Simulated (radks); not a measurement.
The nickel ion Ni+, 27 electrons, occupied as [Ar] 3d9 (the NIST ground configuration). Calculated with a radial shooting solver on a logarithmic mesh with Libxc functionals: non-relativistic Kohn-Sham, B86b exchange with PBE correlation, spin-polarised, spherical densities, point nucleus; open shells are filled with parallel spins first.

Local quantities along the radius. ELF = 1/(1 + alpha^2) is the electron localisation function; alpha = (tau - tau_W)/tau_unif compares the Pauli kinetic energy density with that of the uniform gas (summed over spins).

r (bohr)    ELF    alpha
0.003078  1.000  0.01643
0.00404   1.000  0.01766
0.005261  1.000  0.01937
0.006905  1.000  0.02194
0.009063  0.999  0.02585
0.0119    0.999  0.03209
0.01562   0.998  0.04264
0.0205    0.996  0.06193
0.0269    0.990   0.1007
0.03531   0.966   0.1877
0.04598   0.867   0.3916
0.06036   0.565   0.8781
0.07922   0.300    1.526
0.104     0.349    1.365
0.1365    0.634   0.7591
0.1792    0.804   0.4941
0.2352    0.756   0.5683
0.3087    0.361    1.330
0.4019    0.204    1.975
0.5276    0.551   0.9020
0.6925    0.764   0.5552
0.9089    0.728   0.6120
1.193     0.514   0.9733
1.566     0.238    1.792
2.055     0.094    3.102
2.698     0.034    5.295
3.513     0.009    10.58
4.611     0.001    29.45
6.053     0.000    126.0

On this mesh the ELF has minima near r = 0.091, 0.40 bohr, which separate the shells, and maxima near 0.21 (0.81), 0.79 (0.77).
